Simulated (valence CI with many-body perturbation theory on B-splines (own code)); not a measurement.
**Ru11+ in brief**

Level of theory: relativistic CI+MBPT: five valence electrons over a frozen Dirac-Fock core [Ar] 3d10, a basis of 9 s, 9 p, 8 d, 6 f, 3 g, 1 h functions for each j, with the one-electron correlation potential Σ1, the two-electron term Σ2, the three-electron term Σ3, Breit, model QED; selected CI, second order for the rest, scaled by the run's own slope (own B-spline code, finite nucleus).

No measured spectrum was set against this ion. As an estimate, levels hold to about 250 cm⁻¹ or 0.2 % of their energy and the worst to 1 %, as in measured heavy ions of charge 2 to 7; those with d or f electrons hold less well. Among the levels kept, up to 1400 cm⁻¹ of a level comes from second order outside the variational space, and about a tenth of that is noise between levels of different J, which matters for small intervals.

Names give the largest LS component (configuration and term), which can be under half, so a name can repeat, a term be missing and a line seem to break the LS rules; names also repeat where a configuration has a term twice.

Rates and lifetimes use the calculated energies. Strong lines usually hold to 10 to 20 %, long lifetimes can be off by a factor of two.

(1) What is the ground level?

(2) Where does the other parity begin?

(3) What is the ionisation energy?

(4) Name the longest-lived excited levels whose lifetime is computed, and their main decay.

(5) Among levels below 64.771 eV, which E1 lines absorb most strongly from the ground level?

Answers

(1) 4s2.4p3 4S°_3/2, composition 74 % 4s2.4p3 4S° + 17 % 4s2.4p3 2P° + 6 % 4s2.4p3 2D°, g = 1.804.

(2) At 4s.4p4 4P_5/2, 32.681 eV.

(3) 245.8 eV; NIST lists 245 ± 2.5 eV (theoretical).

(4) 4s2.4p3 2D°_5/2 at 5.466 eV lives 13.4 ms, mostly by M1 to 4s2.4p3 4S°_3/2; 4s2.4p3 2D°_3/2 at 4.011 eV lives 2.28 ms, mostly by M1 to 4s2.4p3 4S°_3/2; 4s2.4p3 2P°_1/2 at 8.213 eV lives 975 μs, mostly by M1 to 4s2.4p3 4S°_3/2. The lifetime of 4s2.4p2.4d 4F_9/2 is too uncertain to give, and may be longer.

(5) to 4s2.4p2.4d 4P_5/2 at 20.48 nm, f = 1.20; to 4s2.4p2.4d 4P_3/2 at 20.30 nm, f = 0.708; to 4s2.4p2.4d 4P_1/2 at 19.91 nm, f = 0.239.
